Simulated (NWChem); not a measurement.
Species: C$_{3}$H$_{8}$Si; SMILES C/C=C\[SiH3]

Program: NWChem. All runs use the structure optimised with PBE0/def2-SVP. Level: PBE0/def2-SVP with SMD, gas-phase geometry; reactions with the solvents are ignored.

```csv
SMD term (kcal/mol),water,toluene
distortion of the solute's density,0.24,0.07
polarisation,-2.03,-1.06
"cavity, dispersion and structure",3.91,-1.13
```

### Question
Sum the solvation free energies, find the transfer free energy from water to toluene and the partition coefficient at 298.15 K.

### Answer

1. ΔG(solv, water) = 2.12 kcal/mol and ΔG(solv, toluene) = -2.12 kcal/mol (1 M gas to 1 M solution).
2. Transfer: -2.12 − (2.12) = -4.24 kcal/mol.
3. log₁₀ K(toluene/water) = −ΔG/(RT ln 10) = 4.24/1.364 = 3.1, so the model puts more of the solute in toluene.
4. Of the transfer energy, 0.80 kcal/mol is electrostatic and -5.04 comes from the non-electrostatic term. The two phases are taken as the pure solvents.
